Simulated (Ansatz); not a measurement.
Start from `C=[C]([GeH3])Br` and change one atom or group to get `C=C([SiH3])Br`.

Ansatz, PBE0-D4/def2-TZVP geometries, multiplicity 1. 

Scalar relativity is left out up to krypton. Spin–orbit coupling is left out; it splits and shifts lone-pair levels of the heavy atoms by tenths of an eV.

| property | `C=[C]([GeH3])Br` |
| --- | --- |
| HOMO–LUMO gap (PBE0/def2-TZVPP) / eV | 6.83 |
| size of the dipole moment (PBE/def2-TZVPP) / D | 1.31 |
| LUMO energy (PBE0/def2-TZVPP) / eV | -0.66 |
| HOMO energy (ωB97M-V/def2-TZVPP) / eV | -9.65 |
| LUMO energy (ωB97M-V/def2-TZVPP) / eV | 1.45 |
| HOMO energy (B3LYP/def2-TZVPP) / eV | -7.25 |

(1) Give the same properties after the change, and the shifts. (An estimate is asked.)

Results:

(1) The calculation gave: 
```csv
property,`C=C([SiH3])Br`,shift
HOMO–LUMO gap (PBE0/def2-TZVPP) / eV,6.70,-0.13
size of the dipole moment (PBE/def2-TZVPP) / D,1.31,0.00
LUMO energy (PBE0/def2-TZVPP) / eV,-0.86,-0.20
HOMO energy (ωB97M-V/def2-TZVPP) / eV,-9.72,-0.07
LUMO energy (ωB97M-V/def2-TZVPP) / eV,1.25,-0.20
HOMO energy (B3LYP/def2-TZVPP) / eV,-7.32,-0.07
```

With PBE0 the HOMO falls by 0.08 eV and the LUMO falls by 0.20 eV, so the gap narrows by about 0.12 eV. PBE moves the HOMO by -0.08 eV and ωB97M-V by -0.07 eV. Dipoles are sizes alone; their direction can turn.

B3LYP here is the variant with VWN-RPA as its local correlation; programs differ in this.
